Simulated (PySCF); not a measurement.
Job file and geometry (Å, from GFN2-xTB) of an NMR shielding run on `FB(Cl)[C@H]1[C@@H]2CC[C@@H]21`, C5H7BClF, PySCF 2.14.0, density-fitted response routines, GIAO PBE0/pcSseg-1 NMR shielding, non-relativistic, gas phase; density fitting, a coarse starting grid and PySCF grid level 2 are the driver's defaults:

```
$ OMP_NUM_THREADS=1 python probes_run.py task.json out

{"job": {"kind": "nmr", "xc": "PBE0", "basis": "pcSseg-1"}, "charge": 0, "multiplicity": 1}
F      2.538922     1.209792     1.077439
B      2.285841     0.598602    -0.074928
Cl     3.607596     0.450429    -1.164575
C      0.868398     0.062052    -0.388241
C      0.032224    -0.480187     0.763927
C     -1.224790    -1.124655     0.197418
C     -1.601337     0.232498    -0.435870
C     -0.331011     0.828819     0.153653
H      0.725382    -0.422766    -1.347722
H      0.475786    -0.701392     1.719889
H     -1.923752    -1.441337     0.967661
H     -1.056256    -1.949251    -0.493903
H     -1.668095     0.254972    -1.522763
H     -2.506578     0.661562    -0.013193
H     -0.226743     1.828850     0.539294
```

Question: Write the output of this run.

Answer: 
```
coarse grid: 13568 points
cycle   1  E = -779.0200651368  dE =  1.289e+00  |g| = 5.247e-01  |ddm| = 3.528e+00
cycle   2  E = -778.9848590962  dE =  3.521e-02  |g| = 7.281e-01  |ddm| = 8.382e-01
cycle   3  E = -779.0758930317  dE = -9.103e-02  |g| = 6.521e-02  |ddm| = 4.905e-01
cycle   4  E = -779.0766165154  dE = -7.235e-04  |g| = 2.924e-02  |ddm| = 7.428e-02
cycle   5  E = -779.0767806217  dE = -1.641e-04  |g| = 6.275e-03  |ddm| = 2.628e-02
cycle   6  E = -779.0767887614  dE = -8.140e-06  |g| = 1.829e-03  |ddm| = 8.614e-03
final grid: 128208 points
cycle   7  E = -779.1262635419  dE = -5.514e-05  |g| = 9.713e-03  |ddm| = 3.673e-02
cycle   8  E = -779.1262469619  dE =  1.658e-05  |g| = 1.273e-02  |ddm| = 2.074e-02
cycle   9  E = -779.1262876685  dE = -4.071e-05  |g| = 7.849e-04  |ddm| = 1.200e-02
cycle  10  E = -779.1262877769  dE = -1.084e-07  |g| = 2.743e-04  |ddm| = 1.001e-03
cycle  11  E = -779.1262877935  dE = -1.662e-08  |g| = 6.265e-05  |ddm| = 2.640e-04
cycle  12  E = -779.1262877943  dE = -8.192e-10  |g| = 1.507e-05  |ddm| = 7.653e-05
converged SCF energy = -779.1262877943

GIAO shielding tensors (ppm)
atom      isotropic    diamagn.    paramagn.     s11        s22        s33       span
  0 F      213.725     468.688    -254.963     47.062    175.677    418.437    371.374
  1 B       55.781     191.266    -135.485      6.539     80.369     80.434     73.895
  2 Cl     769.111    1147.160    -378.049    492.075    878.730    936.528    444.452
  3 C      160.139     256.887     -96.748    132.677    135.632    212.107     79.431
  4 C      159.378     249.952     -90.574    130.886    148.829    198.419     67.533
  5 C      160.134     248.595     -88.461    148.220    157.865    174.317     26.097
  6 C      160.100     248.621     -88.521    148.180    157.861    174.257     26.077
  7 C      159.422     249.970     -90.548    130.924    148.842    198.501     67.578
  8 H       31.409      32.961      -1.552     24.213     32.031     37.983     13.770
  9 H       29.732      32.255      -2.523     23.432     28.093     37.672     14.240
 10 H       29.468      29.744      -0.277     25.757     26.576     36.070     10.313
 11 H       30.207      29.608       0.599     25.804     27.375     37.442     11.638
 12 H       30.209      29.611       0.597     25.811     27.373     37.442     11.632
 13 H       29.468      29.749      -0.281     25.761     26.569     36.073     10.312
 14 H       29.727      32.260      -2.533     23.424     28.088     37.669     14.245
```

Size and cost of the density-fitted run: 178 basis functions, 85 s wall time on 1 thread of an Intel Xeon, shared host; peak memory 0.81 GiB.
